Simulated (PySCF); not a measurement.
Compound: arsine, AsH₃.
SMILES: `[AsH3]`

Method used: PBE0-D3(BJ)/def2-TZVP geometry optimisation, gas phase (PySCF 2.14.0).

Masses are those of the commonest isotopes; rigid-rotor values at the optimised geometry. 

Problem. Give the principal moments of inertia and the rotational constants in MHz.

Solution. Ia = 4.50, Ib = 4.50, Ic = 4.83 u·Å²; 505379 MHz·u·Å²/I gives A = 112245, B = 112240, C = 104653 MHz.

Problem. Classify the top.

Solution. An oblate symmetric top, as the point group C3v requires two equal moments; the computed ones differ by 0.00 % because the geometry is symmetric only within the optimiser's tolerance; Ray's κ = 0.999.

Problem. What does the inertial defect say?

Solution. Not planar: Δ = Ic − Ia − Ib = -4.18 u·Å². For a rigid frame Δ = −2 Σ m c², so Σ m c² = 2.09 u·Å² lies off the ab plane: 2.01 from hydrogen and 0.08 from heavier atoms. The atom farthest from that plane is 0.82 Å away.

Problem. Where do the R-branch lines fall?

Solution. The dipole of 0.34 D lies along the symmetry axis, so ΔK = 0 and J+1 ← J falls at 2B(J+1) for every K: 224.48 GHz, 448.97 GHz, 673.45 GHz, 897.94 GHz, 1122.42 GHz for J = 0 to 4.

Problem. Estimate the classical rotational partition function at 50 K, 200 K and 500 K.

Solution. Point group C3v, symmetry number σ = 3; q = (√π/σ)·√((kT/h)³/(ABC)), k/h = 20836.6 MHz/K: 17.3 at 50 K, 138 at 200 K, 547 at 500 K.

PBE0-D3(BJ)/def2-TZVP frequencies: not computed here. These are rigid-rotor constants of the computed structure; measured ground-state constants (B0) also hold zero-point vibration.
